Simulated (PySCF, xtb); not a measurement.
H₃O₃Ti, SMILES [OH][Ti]([OH])[OH] (connectivity only; charge and spin as stated), neutral, multiplicity 2. Other conformers were not sampled.

Harmonic wavenumbers (cm⁻¹) from GFN2-xTB in xtb at its own minimum, in rising order: 87, 92, 177, 281, 281, 287, 325, 327, 340, 542, 656, 661, 3561, 3569, 3570.

What does TPSSh-D3(BJ)/def2-SVP (PySCF 2.14.0) give at its own minimum? (The exact figures need the calculation; the answer reports its results.)

100, 166, 166, 238, 314, 314, 353, 353, 407, 699, 814, 814, 3893, 3893, 3898. Paired by order, the mean absolute difference is 118 cm⁻¹ and the zero-point energies are 21.1 and 23.5 kcal/mol.
